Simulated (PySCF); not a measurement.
# Computed records: BGeH6Si, B2GeH5

Calculation on a computer-drawn molecule: the log of a Hartree-Fock and frozen-core CCSD(T) single point meant for a local Hartree-Fock minimum, with one planted fault or none, to be diagnosed. Offsets are logged minus clean, where the clean run is the same molecule without the fault. The reference is restricted for singlets and unrestricted otherwise, and also for a bond in bohr or an excited solution. Adding or removing an electron swaps singlet and doublet. The excited solution moves the top pair (singlet) or top alpha electron (doublet) to the lowest empty orbital. Highest occupied and lowest empty are orbital energies over both spins, largest force is the largest gradient component, triples share is (T) over the correlation energy, the T1 limit is 0.02 restricted and 0.045 unrestricted, electrons count all cores, a negative frequency is imaginary (commonest isotopes), and the dipole is about the centre of nuclear charge; on germanium a core potential holds 10 electrons, which the energies leave out, and 3d is frozen in MP2 and coupled-cluster steps. Program: PySCF 2.14.0.

Common to all runs: meant multiplicity 1; logged SCF converged yes; possible faults no fault, one electron removed, one electron added, multiplicity raised by two, geometry at a saddle point, SCF held on an excited solution, minimal basis STO-3G, one bond length entered in bohr, all coordinates scaled.

```json
{"entry": 1, "formula": "BGeH6Si", "logged_structure": {"atoms_angstrom": [["B", 1.0003, 2.8896, 0.4708], ["Ge", 0.2227, 1.4426, -0.8037], ["Si", -1.0262, -0.6138, -0.3066], ["H", 0.3073, 3.8135, 0.7586], ["H", 2.1098, 2.7406, 0.8747], ["H", 0.4798, 1.7165, -2.2856], ["H", -1.1586, -0.6685, 1.1543], ["H", -0.1728, -1.6661, -0.878], ["H", -2.2944, -0.4136, -1.0234]]}, "given": {"meant_charge": 1, "meant_basis": "cc-pV(D+d)Z", "meant_basis_and_core_potential_on_germanium": "cc-pVDZ-PP ECP10MDF", "logged_electrons": 56, "logged_basis_functions": 90, "logged_spin_squared": 0.0, "logged_highest_occupied [eV]": -15.926, "logged_lowest_empty [eV]": -5.3633, "logged_largest_force [hartree/bohr]": 3.5377e-05, "logged_lowest_frequency [cm^-1]": 41.816, "logged_T1_diagnostic": 0.01384, "logged_D1_diagnostic": 0.030412, "logged_triples_share": 0.024138, "logged_CC_converged": "yes", "logged_dipole_magnitude [debye]": 0.77225, "logged_SCF_stable_within_its_kind": "yes", "logged_energy_HF [hartree]": -610.1937, "logged_energy_CCSD(T) [hartree]": -610.51046, "drawn_bonds_atom": [1, 2, 1, 1, 2, 3, 3, 3], "drawn_bonds_other_atom": [2, 3, 4, 5, 6, 7, 8, 9], "drawn_bonds_order": [1, 1, 1, 1, 1, 1, 1, 1]}, "results": {"planted_fault": "no fault", "HF_energy_offset_from_clean_run [kcal/mol]": 0.0, "CCSD(T)_energy_offset_from_clean_run [kcal/mol]": 0.0}}
{"entry": 2, "formula": "BGeH6Si", "logged_structure": {"atoms_angstrom": [["B", 1.0003, 2.8896, 0.4708], ["Ge", 0.2227, 1.4426, -0.8037], ["Si", -1.0262, -0.6138, -0.3066], ["H", 0.3073, 3.8135, 0.7586], ["H", 2.1098, 2.7406, 0.8747], ["H", 0.4798, 1.7165, -2.2856], ["H", -1.1586, -0.6685, 1.1543], ["H", -0.1728, -1.6661, -0.878], ["H", -2.2944, -0.4136, -1.0234]]}, "given": {"meant_charge": 1, "meant_basis": "cc-pV(D+d)Z", "meant_basis_and_core_potential_on_germanium": "cc-pVDZ-PP ECP10MDF", "logged_electrons": 56, "logged_basis_functions": 90, "logged_spin_squared": 0.0, "logged_highest_occupied [eV]": -11.053, "logged_lowest_empty [eV]": -9.5915, "logged_largest_force [hartree/bohr]": 0.079711, "logged_CC_converged": "no", "logged_dipole_magnitude [debye]": 3.076, "logged_SCF_stable_within_its_kind": "no", "logged_energy_HF [hartree]": -609.85882, "drawn_bonds_atom": [1, 2, 1, 1, 2, 3, 3, 3], "drawn_bonds_other_atom": [2, 3, 4, 5, 6, 7, 8, 9], "drawn_bonds_order": [1, 1, 1, 1, 1, 1, 1, 1]}, "results": {"planted_fault": "SCF held on an excited solution", "HF_energy_offset_from_clean_run [kcal/mol]": 210.1}, "notes": ["CCSD not converged"]}
{"entry": 3, "formula": "B2GeH5", "logged_structure": {"atoms_angstrom": [["B", -0.3738, 1.57, -0.1878], ["Ge", -0.9341, -0.2167, 0.4605], ["B", -2.6524, -0.6157, 1.3632], ["H", 0.6851, 1.7761, -0.7356], ["H", -1.1056, 2.5206, -0.0428], ["H", 0.0508, -1.3975, 0.2443], ["H", -3.4527, 0.2692, 1.5548], ["H", -2.9607, -1.7213, 1.7461]]}, "given": {"meant_charge": -1, "meant_basis": "aug-cc-pVDZ", "meant_basis_and_core_potential_on_germanium": "aug-cc-pVDZ-PP ECP10MDF", "logged_electrons": 48, "logged_basis_functions": 123, "logged_spin_squared": 2.0157, "logged_highest_occupied [eV]": -0.83032, "logged_lowest_empty [eV]": 3.6134, "logged_largest_force [hartree/bohr]": 0.01249, "logged_T1_diagnostic": 0.012634, "logged_D1_diagnostic": 0.030159, "logged_triples_share": 0.032962, "logged_CC_converged": "yes", "logged_dipole_magnitude [debye]": 2.7455, "logged_SCF_stable_within_its_kind": "yes", "logged_energy_HF [hartree]": -345.5858, "logged_energy_CCSD(T) [hartree]": -345.92882, "drawn_bonds_atom": [1, 2, 1, 1, 2, 3, 3], "drawn_bonds_other_atom": [2, 3, 4, 5, 6, 7, 8], "drawn_bonds_order": [1, 1, 1, 1, 1, 1, 1]}, "results": {"planted_fault": "multiplicity raised by two", "HF_energy_offset_from_clean_run [kcal/mol]": 20.75, "CCSD(T)_energy_offset_from_clean_run [kcal/mol]": 34.47}}
{"entry": 4, "formula": "B2GeH5", "logged_structure": {"atoms_angstrom": [["B", -0.3738, 1.57, -0.1878], ["Ge", -0.9341, -0.2167, 0.4605], ["B", -2.6524, -0.6157, 1.3632], ["H", 0.6851, 1.7761, -0.7356], ["H", -1.1056, 2.5206, -0.0428], ["H", 0.0508, -1.3975, 0.2443], ["H", -3.4527, 0.2692, 1.5548], ["H", -2.9607, -1.7213, 1.7461]]}, "given": {"meant_charge": -1, "meant_basis": "aug-cc-pVDZ", "meant_basis_and_core_potential_on_germanium": "aug-cc-pVDZ-PP ECP10MDF", "logged_electrons": 48, "logged_basis_functions": 123, "logged_spin_squared": 0.0, "logged_highest_occupied [eV]": -1.7388, "logged_lowest_empty [eV]": 3.5665, "logged_largest_force [hartree/bohr]": 1.8202e-05, "logged_lowest_frequency [cm^-1]": 158.79, "logged_T1_diagnostic": 0.023168, "logged_D1_diagnostic": 0.083913, "logged_triples_share": 0.042409, "logged_CC_converged": "yes", "logged_dipole_magnitude [debye]": 0.83642, "logged_SCF_stable_within_its_kind": "yes", "logged_energy_HF [hartree]": -345.61886, "logged_energy_CCSD(T) [hartree]": -345.98375, "drawn_bonds_atom": [1, 2, 1, 1, 2, 3, 3], "drawn_bonds_other_atom": [2, 3, 4, 5, 6, 7, 8], "drawn_bonds_order": [1, 1, 1, 1, 1, 1, 1]}, "results": {"planted_fault": "no fault", "HF_energy_offset_from_clean_run [kcal/mol]": 0.0, "CCSD(T)_energy_offset_from_clean_run [kcal/mol]": 0.0}, "notes": ["T1 above single-reference limit"]}
```
